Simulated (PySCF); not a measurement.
**Working with the constants of LiSn**

UHF-CCSD(T) constants of LiSn, ⁴Σ⁻ (quartet), unpaired electrons σ ↑, π ↑↑ (PySCF, scalar-relativistic core potentials, basis sets Li def2-SVP, Sn def2-SVP with ECP28; masses 7.0160 and 119.9022 u):

| Item | Value |
| --- | --- |
| ωe | 367.9 cm⁻¹ |
| ωexe | 2.61 cm⁻¹ |
| Be | 0.37316 cm⁻¹ |
| αe | 0.00399 cm⁻¹ |
| D (centrifugal) | 1.54e-06 cm⁻¹ |
| De to Li + Sn | 1.37 eV |

(1) Give the vibrational terms G(v) and spacings up to v = 6.

(2) How well does the Morse estimate ωe²/(4ωexe) reproduce De, and what is D0?

Correlated steps freeze 4 core orbitals. Correlated levels converge slowly with the basis: in double zeta they bind strong bonds too weakly, by up to about 1 eV, and carry superposition errors of some tenths. Spin–orbit coupling is left out, which matters for elements this heavy, above all for dissociation energies. The state is the lowest determinant that a PBE0 search found; another state may lie lower at other levels.

Results:

(1) G(v) = ωe(v+½) − ωexe(v+½)².

```tsv
v	G(v) (cm⁻¹)	G(v) − G(v−1)	Bv (cm⁻¹)
0	183.3		0.3712
1	546.0	362.7	0.3672
2	903.4	357.5	0.3632
3	1255.7	352.2	0.3592
4	1602.7	347.0	0.3552
5	1944.5	341.8	0.3512
6	2281.1	336.6	0.3472
```

(2) It gives 1.61 eV, 117 % of the computed De. D0 = De − G(0) = 1.37 − 0.02 = 1.35 eV.
